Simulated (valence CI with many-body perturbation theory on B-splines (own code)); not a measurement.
The numbers below are computed, except where a source is named.
Hyperfine factors and g values of Zn XVIII

Method: relativistic CI+MBPT: three valence electrons over a frozen Dirac-Fock core [Ne], a basis of 11 s, 11 p, 10 d, 8 f, 5 g, 2 h functions for each j, with the one-electron correlation potential Σ1, the two-electron term Σ2, the three-electron term Σ3, Breit, model QED; selected CI, second order for the rest, scaled by the run's own slope (own B-spline code, finite nucleus).

No measured spectrum was set against this ion. As an estimate, levels of excited configurations hold to 0.05 to 0.15 % of their energy, terms of the ground configuration to about 0.5 %.

A/g_I is the dipole constant over the nuclear g factor μ/I (μ in nuclear magnetons, uniformly magnetised nucleus), B/Q the quadrupole constant per barn. Both hold the static response of the core; the bare values leave it out. Large factors of s and p1/2 electrons are usually good to 5 to 10 %; those of open d and f shells near neutrality can be off by tens of per cent, and small factors of p3/2, d and f electrons come from cancelling terms and can be off by a factor of two or in sign, in half-filled shells by more. B is blank for J = 1/2, where it vanishes, and for nearly pure S terms. Energies count from the lowest level.

Names give the largest LS component (configuration and term), which can be under half, so a name can repeat, a term be missing and a line seem to break the LS rules; names also repeat where a configuration has a term twice. Letters in brackets count levels of one name in rising energy.

```csv
Level,E (eV),g,A/g_I (MHz),A/g_I bare,B/Q (MHz/b),B/Q bare
3s²3p ²P°_1/2,0.00,0.664,44100,42100,,
3s²3p ²P°_3/2,4.90,1.333,8640,8530,15200,14700
3s3p² ⁴P_1/2,36.60,2.645,88100,84800,,
3s3p² ⁴P_3/2,38.81,1.728,37500,36200,12500,12000
3s3p² ⁴P_5/2,41.10,1.575,39400,38000,-13400,-12800
3s3p² ²D_3/2,49.40,0.813,-7000,-6440,19000,18300
3s3p² ²D_5/2,50.31,1.224,36800,35200,25500,24600
3s3p² ²S_1/2,58.64,1.449,75800,72100,,
3s3p² ²P_1/2,63.70,1.239,88600,84000,,
3s3p² ²P_3/2,65.06,1.322,-8700,-7640,-15100,-14500
3s²3d ²D_3/2,75.55,0.800,1170,1470,4380,4420
3s²3d ²D_5/2,76.17,1.199,6100,6140,6080,6140
3p³ ²D°_3/2,93.33,1.004,4000,4030,8440,8160
3p³ ²D°_5/2,94.91,1.198,16900,16500,-4720,-4490
3p³ ⁴S°_3/2,95.96,1.777,-2950,-1500,-2920,-2800
3s3p3d ⁴F°_3/2,102.80,0.418,-14400,-13600,7290,7170
3s3p3d ⁴F°_5/2,103.85,1.035,12900,12600,5410,5380
3p³ ²P°_1/2,104.52,0.664,38100,36000,,
3s3p3d ⁴F°_7/2,105.42,1.242,20000,19400,7960,7900
3p³ ²P°_3/2,105.99,1.338,5400,5780,-6660,-6400
3s3p3d ⁴F°_9/2,107.77,1.333,20200,19600,18500,18100
3s3p3d ⁴P°_5/2,110.34,1.492,23400,22700,6340,6310
3s3p3d ⁴D°_3/2,110.80,1.364,14700,14600,3960,3860
3s3p3d ⁴D°_1/2,111.03,0.256,-45100,-42700,,
3s3p3d ⁴D°_7/2,113.65,1.421,24400,23700,-9430,-8950
3s3p3d ⁴D°_5/2,113.81,1.406,24300,23700,-6550,-6380
3s3p3d ⁴P°_1/2,113.91,2.414,78600,75500,,
3s3p3d ⁴P°_3/2,113.93,1.517,28500,27700,-4770,-4740
3s3p3d ²D°_3/2 [a],115.70,0.846,-14400,-13400,-7520,-7150
3s3p3d ²D°_5/2 [a],115.90,1.231,27400,26400,-8990,-8510
3s3p3d ²F°_5/2 [a],118.95,0.891,13200,12700,14000,13700
3s3p3d ²F°_7/2 [a],122.70,1.142,1950,2250,18400,18000
3s3p3d ²P°_3/2 [a],128.52,1.251,14500,14200,3330,3330
3s3p3d ²P°_1/2 [a],130.87,0.663,-39000,-36800,,
3s3p3d ²F°_7/2 [b],130.96,1.144,20700,20000,18100,17700
3s3p3d ²F°_5/2 [b],131.58,0.866,-9320,-8550,15600,15300
3s3p3d ²P°_1/2 [b],134.19,0.662,7560,7460,,
3s3p3d ²D°_3/2 [b],134.57,1.004,23500,22400,-2570,-2320
3s3p3d ²D°_5/2 [b],135.18,1.188,-5080,-4310,-11000,-10400
3s3p3d ²P°_3/2 [b],135.22,1.205,2110,2560,-5500,-5270
```

Question: Take the isotope of mass number 67, with I = 5/2, μ = 0.87485 μN and Q = 0.122 b. What is the hyperfine structure of 3s²3p ²P°_1/2?

Answer: From the table A = 15400 MHz. Shifts from the centre of gravity in MHz: F = 2: -27000, F = 3: 19200.
